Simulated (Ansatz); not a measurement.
This Ansatz (an electronic-structure program) input (CCSD(T)/aug-pcseg-2) gives -288.92057 Eh with 50 basis functions. A basis named .json is the Basis Set Exchange file of that set (core-valence sets with the plain set on hydrogen).

Ansatz 0.2 input:
```yaml
crystal:
  periodic: [false, false, false]
  atoms:
    - {symbol: Si, position_ang: [0.00000000, 0.00000000, 0.00000000]}
basis:
  gaussian:
    orbitals: aug-pcseg-2
magnetization: {spin_polarized: true, initial_magnetization: 2}
correlation: {method: ccsd_t, electrons: outside_noble_gas}
scf: {lower_state_search: full}
```

Change:
```diff
- orbitals: aug-pcseg-2
+ orbitals: cc-pV_5+d_Z.json
```

Task: What does the run give now?

Result: -288.93909 Eh (CCSD(T)/cc-pV(5+d)Z, 100 functions), a change of -18.52 mEh.
